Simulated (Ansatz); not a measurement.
# Worked example: the enthalpy of C2H5Br + C3H6 → C3H8 + C2H3Br

Gas-phase species: C2H5Br (bromoethane) `CCBr`, singlet; C3H6 (propene) `C=CC`, singlet; C3H8 (propane) `CCC`, singlet; C2H3Br (vinyl bromide) `C=CBr`, singlet. The partners trade Br for CH3; both sit on C, so the bond types are kept.

Shapes, held fixed at every level: PBE0-D4/def2-TZVP. Programs: Ansatz 0.2.0. The zero-point and thermal terms to 298 K, harmonic and unscaled (PBE0-D4/def2-TZVP), stand in the table.

At r2SCAN0-D4/def2-TZVPP; 1 Eh = 2625.50 kJ/mol:

| species | energy (Eh) | H(298 K) − E (kJ/mol) | tabulated ΔfH (kJ/mol) |
| --- | --- | --- | --- |
| C2H5Br | -2653.339301 | 186.9 | -63.1 |
| C3H6 | -117.861701 | 222.5 | +20.4 |
| C3H8 | -119.097237 | 285.9 | -104.4 |
| C2H3Br | -2652.098414 | 122.9 | +73.7 |

Q: Work out the reaction enthalpy at 298 K from the calculation and from the table of heats.

A: 
1. Electronic: (-119.097237) + (-2652.098414) − [(-2653.339301) + (-117.861701)] = 0.005351 Eh = +14.0 kJ/mol.
2. Zero-point and thermal: (285.9) + (122.9) − [(186.9) + (222.5)] = -0.6 kJ/mol.
3. Computed ΔH = +13.4 kJ/mol.
4. From the heats of formation (Active Thermochemical Tables): (-104.4) + (73.7) − [(-63.1) + (20.4)] = +12.0 kJ/mol.
5. Computed less tabulated: +1.4 kJ/mol. Tabulated heats carry uncertainties of their own.

Relativity is left out for Br.
